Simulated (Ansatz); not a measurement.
Ansatz (a program for electronic structure) input for CH₈FNSi₂, SMILES CN([SiH3])[SiH2]F, B3LYP-D3(BJ)/def2-SVP. 

Ansatz 0.2 input:
```yaml
crystal:
  periodic: [false, false, false]
  atoms:
    - {symbol: Si, position_ang: [1.78660301, -0.79419326, 0.33949129]}
    - {symbol: N, position_ang: [0.36951746, 0.17683682, 0.07154295]}
    - {symbol: C, position_ang: [0.51260822, 1.59267562, 0.36773442]}
    - {symbol: Si, position_ang: [-1.22991905, -0.44234639, -0.11273392]}
    - {symbol: F, position_ang: [-2.04726569, 0.65734882, -0.95854738]}
    - {symbol: H, position_ang: [2.10749315, -0.85576794, 1.77252846]}
    - {symbol: H, position_ang: [1.48074873, -2.12203939, -0.17839829]}
    - {symbol: H, position_ang: [2.88524810, -0.14263762, -0.37882581]}
    - {symbol: H, position_ang: [-0.28996639, 2.16002522, -0.09883903]}
    - {symbol: H, position_ang: [1.46408824, 1.95843539, -0.01886610]}
    - {symbol: H, position_ang: [0.48853074, 1.78175265, 1.44477011]}
    - {symbol: H, position_ang: [-1.98573950, -0.54016886, 1.13120534]}
    - {symbol: H, position_ang: [-1.18085908, -1.63809500, -0.92845855]}
basis:
  gaussian:
    orbitals: def2-SVP
hamiltonian:
  xc: b3lyp
  dispersion: d3bj
relax: {f_tol: 0.002, max_steps: 200}
```

It prints:

```
[...]
integrals: 0.08 GiB planned
1242 factors; integrals over basis functions are off by at most 7.2e-4 eV
mean field: 0.56 GiB planned
mean field -21124.09562551 eV, -776.2961958114 hartree, gradient 5.7e-5 eV, S^2 0.000000; 0 other end points of the search recorded, 0 dependent functions left out
the calculation of the forces begins
reference -21124.09590309 eV, -776.2962060121 hartree; 29, 29 occupied and 89, 89 virtual orbitals, 1242 factors
relax step  13: F+E_penalty+E_count = -21124.63507348 eV  Δ(F+E_penalty+E_count) = -7.121e-3 eV  max|allowed force component| = 5.002e-2 eV/Å  Δτ_max = 0.1410 Å  (24 SCF iters, accepted)
these checks for a lower state are left out or cut short: starts, cluster_reference, orbital_swaps, neighbouring_geometries, increment
integrals: 0.08 GiB planned
1242 factors; integrals over basis functions are off by at most 7.1e-4 eV
mean field: 0.56 GiB planned
mean field -21124.08152447 eV, -776.2956776076 hartree, gradient 1.5e-5 eV, S^2 0.000000; 0 other end points of the search recorded, 0 dependent functions left out
the calculation of the forces begins
reference -21124.08180190 eV, -776.2956878030 hartree; 29, 29 occupied and 89, 89 virtual orbitals, 1242 factors
relax step  14: F+E_penalty+E_count = -21124.62047469 eV  Δ(F+E_penalty+E_count) = +1.460e-2 eV  max|allowed force component| = 6.489e-1 eV/Å  Δτ_max = 0.1951 Å  (27 SCF iters, rejected (line search))
these checks for a lower state are left out or cut short: starts, cluster_reference, orbital_swaps, neighbouring_geometries, increment
integrals: 0.08 GiB planned
1242 factors; integrals over basis functions are off by at most 7.1e-4 eV
mean field: 0.56 GiB planned
mean field -21124.09857303 eV, -776.2963041306 hartree, gradient 4.7e-5 eV, S^2 0.000000; 0 other end points of the search recorded, 0 dependent functions left out
the calculation of the forces begins
reference -21124.09885059 eV, -776.2963143309 hartree; 29, 29 occupied and 89, 89 virtual orbitals, 1242 factors
relax step  15: F+E_penalty+E_count = -21124.63813386 eV  Δ(F+E_penalty+E_count) = -3.060e-3 eV  max|allowed force component| = 1.005e-1 eV/Å  Δτ_max = 0.0974 Å  (25 SCF iters, accepted)
these checks for a lower state are left out or cut short: starts, cluster_reference, orbital_swaps, neighbouring_geometries, increment
integrals: 0.08 GiB planned
1242 factors; integrals over basis functions are off by at most 7.1e-4 eV
mean field: 0.56 GiB planned
mean field evaluation 96: about -21124.1019 eV, gradient 4.6e-5 eV
mean field -21124.10186630 eV, -776.2964251561 hartree, gradient 4.6e-5 eV, S^2 0.000000; 0 other end points of the search recorded, 0 dependent functions left out
the calculation of the forces begins
reference -21124.10214361 eV, -776.2964353470 hartree; 29, 29 occupied and 89, 89 virtual orbitals, 1242 factors
relax step  16: F+E_penalty+E_count = -21124.64125142 eV  Δ(F+E_penalty+E_count) = -3.118e-3 eV  max|allowed force component| = 1.622e-1 eV/Å  Δτ_max = 0.0975 Å  (25 SCF iters, accepted)
these checks for a lower state are left out or cut short: starts, cluster_reference, orbital_swaps, neighbouring_geometries, increment
integrals: 0.08 GiB planned
1242 factors; integrals over basis functions are off by at most 7.0e-4 eV
mean field: 0.56 GiB planned
mean field -21124.10550336 eV, -776.2965588155 hartree, gradient 4.8e-5 eV, S^2 0.000000; 0 other end points of the search recorded, 0 dependent functions left out
the calculation of the forces begins
reference -21124.10578121 eV, -776.2965690264 hartree; 29, 29 occupied and 89, 89 virtual orbitals, 1242 factors
relax step  17: F+E_penalty+E_count = -21124.64510978 eV  Δ(F+E_penalty+E_count) = -3.858e-3 eV  max|allowed force component| = 8.762e-2 eV/Å  Δτ_max = 0.0922 Å  (24 SCF iters, accepted)
these checks for a lower state are left out or cut short: starts, cluster_reference, orbital_swaps, neighbouring_geometries, increment
integrals: 0.08 GiB planned
1242 factors; integrals over basis functions are off by at most 7.1e-4 eV
mean field: 0.56 GiB planned
mean field -21124.08080695 eV, -776.2956512393 hartree, gradient 5.1e-5 eV, S^2 0.000000; 0 other end points of the search recorded, 0 dependent functions left out
the calculation of the forces begins
reference -21124.08108485 eV, -776.2956614519 hartree; 29, 29 occupied and 89, 89 virtual orbitals, 1242 factors
relax step  18: F+E_penalty+E_count = -21124.62041354 eV  Δ(F+E_penalty+E_count) = +2.470e-2 eV  max|allowed force component| = 1.117e0 eV/Å  Δτ_max = 0.0466 Å  (25 SCF iters, rejected (line search))
these checks for a lower state are left out or cut short: starts, cluster_reference, orbital_swaps, neighbouring_geometries, increment
integrals: 0.08 GiB planned
1242 factors; integrals over basis functions are off by at most 7.0e-4 eV
mean field: 0.56 GiB planned
mean field -21124.10597308 eV, -776.2965760774 hartree, gradient 5.2e-5 eV, S^2 0.000000; 0 other end points of the search recorded, 0 dependent functions left out
the calculation of the forces begins
reference -21124.10625115 eV, -776.2965862964 hartree; 29, 29 occupied and 89, 89 virtual orbitals, 1242 factors
relax step  19: F+E_penalty+E_count = -21124.64568712 eV  Δ(F+E_penalty+E_count) = -5.773e-4 eV  max|allowed force component| = 1.106e-2 eV/Å  Δτ_max = 0.0226 Å  (25 SCF iters, accepted)
these checks for a lower state are left out or cut short: starts, cluster_reference, orbital_swaps, neighbouring_geometries, increment
integrals: 0.08 GiB planned
1242 factors; integrals over basis functions are off by at most 7.0e-4 eV
mean field: 0.56 GiB planned
mean field -21124.10624888 eV, -776.2965862128 hartree, gradient 5.2e-5 eV, S^2 0.000000; 0 other end points of the search recorded, 0 dependent functions left out
the calculation of the forces begins
reference -21124.10652789 eV, -776.2965964661 hartree; 29, 29 occupied and 89, 89 virtual orbitals, 1242 factors
relax step  20: F+E_penalty+E_count = -21124.64596875 eV  Δ(F+E_penalty+E_count) = -2.816e-4 eV  max|allowed force component| = 8.860e-2 eV/Å  Δτ_max = 0.0862 Å  (24 SCF iters, accepted)
these checks for a lower state are left out or cut short: starts, cluster_reference, orbital_swaps, neighbouring_geometries, increment
integrals: 0.08 GiB planned
1242 factors; integrals over basis functions are off by at most 7.0e-4 eV
mean field: 0.56 GiB planned
mean field -21124.10664334 eV, -776.2966007091 hartree, gradient 7.8e-6 eV, S^2 0.000000; 0 other end points of the search recorded, 0 dependent functions left out
the calculation of the forces begins
reference -21124.10692218 eV, -776.2966109561 hartree; 29, 29 occupied and 89, 89 virtual orbitals, 1242 factors
relax step  21: F+E_penalty+E_count = -21124.64636535 eV  Δ(F+E_penalty+E_count) = -3.966e-4 eV  max|allowed force component| = 2.130e-2 eV/Å  Δτ_max = 0.0157 Å  (23 SCF iters, accepted)
these checks for a lower state are left out or cut short: starts, cluster_reference, orbital_swaps, neighbouring_geometries, increment
integrals: 0.08 GiB planned
1242 factors; integrals over basis functions are off by at most 7.0e-4 eV
mean field: 0.56 GiB planned
mean field evaluation 128: about -21124.1067 eV, gradient 1.2e-5 eV
mean field -21124.10669106 eV, -776.2966024625 hartree, gradient 1.2e-5 eV, S^2 0.000000; 0 other end points of the search recorded, 0 dependent functions left out
the calculation of the forces begins
reference -21124.10696996 eV, -776.2966127119 hartree; 29, 29 occupied and 89, 89 virtual orbitals, 1242 factors
relax step  22: F+E_penalty+E_count = -21124.64644804 eV  Δ(F+E_penalty+E_count) = -8.269e-5 eV  max|allowed force component| = 2.256e-3 eV/Å  Δτ_max = 0.0095 Å  (22 SCF iters, accepted)
these checks for a lower state are left out or cut short: starts, cluster_reference, orbital_swaps, neighbouring_geometries, increment
integrals: 0.08 GiB planned
1242 factors; integrals over basis functions are off by at most 7.0e-4 eV
mean field: 0.56 GiB planned
mean field -21124.10670871 eV, -776.2966031115 hartree, gradient 7.6e-5 eV, S^2 0.000000; 0 other end points of the search recorded, 0 dependent functions left out
the calculation of the forces begins
reference -21124.10698760 eV, -776.2966133604 hartree; 29, 29 occupied and 89, 89 virtual orbitals, 1242 factors
relax step  23: F+E_penalty+E_count = -21124.64644825 eV  Δ(F+E_penalty+E_count) = -2.028e-7 eV  max|allowed force component| = 6.529e-3 eV/Å  Δτ_max = 0.0023 Å  (19 SCF iters, accepted)
these checks for a lower state are left out or cut short: starts, cluster_reference, orbital_swaps, neighbouring_geometries, increment
integrals: 0.08 GiB planned
1242 factors; integrals over basis functions are off by at most 7.0e-4 eV
mean field: 0.56 GiB planned
mean field -21124.10669717 eV, -776.2966026871 hartree, gradient 1.0e-5 eV, S^2 0.000000; 0 other end points of the search recorded, 0 dependent functions left out
the calculation of the forces begins
reference -21124.10697614 eV, -776.2966129392 hartree; 29, 29 occupied and 89, 89 virtual orbitals, 1242 factors
relax step  24: F+E_penalty+E_count = -21124.64646551 eV  Δ(F+E_penalty+E_count) = -1.727e-5 eV  max|allowed force component| = 2.486e-3 eV/Å  Δτ_max = 0.0099 Å  (22 SCF iters, accepted)
these checks for a lower state are left out or cut short: starts, cluster_reference, orbital_swaps, neighbouring_geometries, increment
integrals: 0.08 GiB planned
1242 factors; integrals over basis functions are off by at most 7.0e-4 eV
mean field: 0.56 GiB planned
mean field -21124.10670556 eV, -776.2966029956 hartree, gradient 3.0e-5 eV, S^2 0.000000; 0 other end points of the search recorded, 0 dependent functions left out
the calculation of the forces begins
reference -21124.10698455 eV, -776.2966132483 hartree; 29, 29 occupied and 89, 89 virtual orbitals, 1242 factors
relax step  25: F+E_penalty+E_count = -21124.64646683 eV  Δ(F+E_penalty+E_count) = -1.322e-6 eV  max|allowed force component| = 1.366e-3 eV/Å  Δτ_max = 0.0019 Å  (18 SCF iters, accepted)
integrals: 0.08 GiB planned
1242 factors; integrals over basis functions are off by at most 7.0e-4 eV
mean field: 0.56 GiB planned
mean field -21124.10670556 eV, -776.2966029956 hartree, gradient 3.0e-5 eV, S^2 0.000000; 1 other end points of the search recorded, 0 dependent functions left out
the calculation of the forces begins
reference -21124.10698455 eV, -776.2966132483 hartree; 29, 29 occupied and 89, 89 virtual orbitals, 1242 factors
Total energy: -21124.64674582 eV, -776.3164491091 hartree
Atom 0 at     1.777913    -0.789666     0.228311 Å, force    -0.000050    -0.000583    -0.000653 eV/Å
Atom 1 at     0.308762     0.171486     0.286052 Å, force     0.000037    -0.000466    -0.000064 eV/Å
Atom 2 at     0.466808     1.577600     0.685979 Å, force    -0.000339    -0.000629     0.000433 eV/Å
Atom 3 at    -1.231027    -0.367837    -0.277628 Å, force     0.000564    -0.000076     0.001366 eV/Å
Atom 4 at    -1.515606     0.073734    -1.823878 Å, force    -0.000024     0.000672    -0.001200 eV/Å
Atom 5 at     2.429902    -0.790911     1.571944 Å, force    -0.000268     0.000586    -0.000264 eV/Å
Atom 6 at     1.411165    -2.174190    -0.171297 Å, force     0.000083    -0.000165     0.000112 eV/Å
Atom 7 at     2.760296    -0.227182    -0.746899 Å, force     0.000378     0.000049     0.000282 eV/Å
Atom 8 at    -0.510703     2.031703     0.914502 Å, force    -0.000261     0.000389    -0.000020 eV/Å
Atom 9 at     0.941527     2.187808    -0.103324 Å, force     0.000060     0.000010    -0.000394 eV/Å
Atom 10 at     1.085669     1.663387     1.596148 Å, force     0.000043     0.000216     0.000126 eV/Å
Atom 11 at    -2.293867     0.283807     0.529076 Å, force    -0.000172     0.000007     0.000195 eV/Å
Atom 12 at    -1.269751    -1.847914    -0.236382 Å, force    -0.000051    -0.000008     0.000080 eV/Å
Dipole moment:     0.139715     0.102419     0.318299 e Å
```

Self-consistency was reached.
